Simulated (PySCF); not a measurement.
# Name the molecule from its bond curve

A diatomic of charge 0 contains Sb. Its triplet curve at PBE0 in a double-zeta basis (scalar-relativistic core potentials, PySCF), in eV from the separated fragments:

R (Å), E (eV) and a bar:
```
    2.374     -1.279 ##########################
    2.485     -1.618 ###########
    2.595     -1.803 ###
    2.678     -1.867 #
    2.761     -1.883 
    2.844     -1.863 #
    2.954     -1.794 ####
    3.092     -1.662 #########
    3.258     -1.465 ##################
    3.479     -1.182 ##############################
```

The fit gives ωe = 259 cm⁻¹ and the rotational constant Bₑ = 0.1008 cm⁻¹.

**Question.** Which atom is the partner?

**Answer.** The minimum lies at 2.753 Å, so the reduced mass is 16.8576 u Å² cm⁻¹/(Bₑ·Re²) = 22.07 u. With Sb at 120.90 u the partner weighs about 27.0 u: Al. The molecule is AlSb.

Spin–orbit coupling is left out. The state is the lowest determinant that a PBE0 search found; another state may lie lower at other levels.
